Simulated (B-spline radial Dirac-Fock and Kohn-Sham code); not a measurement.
**Auger parameter of krypton: the L3 level and its strongest L3-MM line**

Calculated with a B-spline atomic structure program, using Dirac-Fock energy differences between relaxed states, corrected for Breit and QED terms. The modified Auger parameter α′ is the binding energy plus the kinetic energy of the Auger electron; it does not depend on the energy zero. For free ions it tends to fall with charge, since less charge screens the final holes.

```csv
species,configuration,binding 2p3/2 (eV),Auger line,kinetic (eV),α′ (eV)
Kr,[Ar] 3d10 4s2 4p6,1679.3,M3M3 J=2,1219.9,2899.2
Kr⁺,[Ar] 3d10 4s1 4p6,1694.5,M3M3 J=2,1203.7,2898.1
Kr⁴⁺,[Ar] 3d10 4s2 4p2,1740.7,M3M3 J=2,1156.1,2896.8
Kr⁵⁺,[Ar] 3d10 4s2 4p1,1759.3,M3M3 J=2,1137.8,2897.1
Kr⁶⁺,[Ar] 3d10 4s2,1779.0,M3M3 J=2,1118.8,2897.9
Kr⁷⁺,[Ar] 3d10 4s1,1801.0,M3M3 J=2,1098.0,2898.9
```
